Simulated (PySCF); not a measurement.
Stretching BBr⁻

Set-up: PySCF, scalar-relativistic core potentials, basis sets B aug-cc-pVDZ, Br aug-cc-pVDZ-PP with ECP10. Energies in eV from B + Br⁻ in their ground configurations at the same level. All curves are PBE0. state 1: ²Π (doublet), unpaired electrons π ↑; state 2: ²Σ⁺ (doublet), unpaired electrons σ ↑, a second solution, started from another occupation; state 3: ⁴Σ⁻ (quartet), unpaired electrons σ ↑, π ↑↑, a second solution, started from another occupation.

| R (Å) | state 1 | state 2 | state 3 |
| --- | --- | --- | --- |
| 1.817 | -1.036 | -0.2059 | 0.4436 |
| 1.902 | -1.283 | -0.2468 | 0.2596 |
| 1.986 | -1.412 | -0.1830 | 0.2095 |
| 2.050 | -1.456 | -0.1003 | 0.2326 |
| 2.113 | -1.467 | -0.0124 | 0.2918 |
| 2.176 | -1.456 | 0.0620 | 0.3765 |
| 2.261 | -1.415 | 0.1230 | 0.5152 |
| 2.367 | -1.338 | 0.1443 | 0.7106 |
| 2.493 | -1.225 | 0.1255 | 0.9533 |
| 2.662 | -1.064 | 0.0753 | 1.2618 |

Problem. Put a parabola through the three lowest points of the state 1 curve and estimate Re, k and ωe (reduced mass 9.662 u; 1 eV/Å² = 0.16022 mdyn/Å; ωe = 1302.8·√(k/μ) cm⁻¹).

Solution. Through R = 2.05, 2.113, 2.176 Å the second-order coefficient is 2.77 eV/Å², so Re ≈ 2.113 Å, k ≈ 0.888 mdyn/Å and ωe ≈ 395 cm⁻¹. A polynomial fit of higher order to the unrounded PBE0 energies gives Re = 2.110 Å, k = 0.941 mdyn/Å, ωe = 407 cm⁻¹; anharmonicity and rounding make the difference.

The higher-order fit for each curve: state 1: Re = 2.110 Å, ωe = 407 cm⁻¹, De = 1.47 eV; state 3: Re = 1.985 Å, ωe = 591 cm⁻¹, minimum 0.210 eV above the ground-state fragments. State 2 gave no clean fit.

Spin–orbit coupling is left out. For an ion De counts to the pair picked by the measured ionisation energies or electron affinities, which need not be the lowest pair at this level. Counting both spins, an empty level lies below a filled one in some of these solutions, because spin and occupation are held. The highest Kohn–Sham level is positive in this anion. Much of that is self-interaction error, but it also means that the finite basis helps to hold the extra electron. The state was picked by a PBE0 search and need not be the measured ground state.
